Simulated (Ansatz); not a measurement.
Reaction (substitution at a C–C bond): `C[CH2][In]([F])[F]` + `[BH2][GeH2][OH]` → `[BH2][GeH2][O]C` + `[CH3][In]([F])[F]`

Gas-phase electronic energies from Ansatz, PBE0-D4/def2-TZVP geometries. CCSD(T)/CBS adds triple-zeta CCSD(T) − MP2 to the extrapolated MP2 energy (def2 sets, frozen cores). def2 core potentials past Kr. For Ge, In outer-core shells are correlated without core-valence functions, which leaves a few kJ/mol of doubt a bond. Scalar relativity is left out up to krypton. One conformer a species, not always the lowest.

| species | MP2/def2-QZVPP energy (Eh) |
| --- | --- |
| `C[CH2][In]([F])[F]` | -468.33064 |
| `[BH2][GeH2][OH]` | -2178.79484 |
| `[BH2][GeH2][O]C` | -2218.00779 |
| `[CH3][In]([F])[F]` | -429.10021 |

(1) Work out ΔE.

Largest T1 diagnostic among the species: 0.016.

Answers

(1) ΔE = (-2218.00779) + (-429.10021) − (-468.33064) − (-2178.79484) = 0.01748 Eh = +11.0 kcal/mol. CCSD(T)/CBS gives +10.2 kcal/mol.

In def2-TZVPP, CCSD(T) changes the Hartree–Fock value by +2.2 kcal/mol (the triples alone add +0.1 kcal/mol) and MP2 by +3.3 kcal/mol.
